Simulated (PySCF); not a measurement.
Isomers of C3H9GeNSi, mass 160.972 u with the commonest isotopes. Method used: PySCF, PBE0-D3(BJ)/def2-SVP geometry optimisation, gas phase. One conformer each, none proved a minimum here; rigid rotors.

Question: Order these by rotational constant A, largest first.
A. `[N:1]#[C:2][CH2:3][SiH2:4][CH2:5][GeH3:6]` with C2–C3–Si4–C5 -48°, C3–Si4–C5–Ge6 -56°
B. `[CH3:1][Si@H:2]([NH2:3])[C:4]#[C:5][GeH3:6]` with C1–Si2–N3–H 171° and -53°
C. `[CH3:1][SiH2:2][CH2:3][GeH2:4][C:5]#[N:6]` with C1–Si2–C3–Ge4 70°, Si2–C3–Ge4–C5 -64°

Answer: B (5201 MHz), A (2558 MHz), C (2351 MHz).

Question: Order these by rotational constant C, smallest first.
A. `[CH3:1][Si@H:2]([NH2:3])[C:4]#[C:5][GeH3:6]` with C1–Si2–N3–H 171° and -53°
B. `[CH3:1][SiH2:2][CH2:3][GeH2:4][C:5]#[N:6]` with C1–Si2–C3–Ge4 70°, Si2–C3–Ge4–C5 -64°
C. `[N:1]#[C:2][CH2:3][SiH2:4][CH2:5][GeH3:6]` with C2–C3–Si4–C5 -48°, C3–Si4–C5–Ge6 -56°

Answer: A (476.1 MHz), C (828.2 MHz), B (881.3 MHz).

Question: Order these by radius of gyration √(Σ m r²/M), smallest first.
A. `[CH3:1][Si@H:2]([NH2:3])[C:4]#[C:5][GeH3:6]` with C1–Si2–N3–H 171° and -53°
B. `[N:1]#[C:2][CH2:3][SiH2:4][CH2:5][GeH3:6]` with C2–C3–Si4–C5 -48°, C3–Si4–C5–Ge6 -56°
C. `[CH3:1][SiH2:2][CH2:3][GeH2:4][C:5]#[N:6]` with C1–Si2–C3–Ge4 70°, Si2–C3–Ge4–C5 -64°

Answer: C (1.918 Å), B (2.015 Å), A (2.592 Å).

```
                 SMILES  point group  Ia (u·Å²)  Ib (u·Å²)  Ic (u·Å²)      κ  μa (D)  μb (D)  μc (D)
C[SiH2][CH2][GeH2][C]#N           C1     215.00     395.58     573.45  -0.46    0.93    3.24    0.45
  C[Si@H](N)C#[C][GeH3]           C1      97.16    1004.01    1061.60  -0.99    0.13    0.51    1.02
  N#CC[SiH2][CH2][GeH3]           C1     197.57     499.58     610.24  -0.79    1.19    2.89    1.31
```
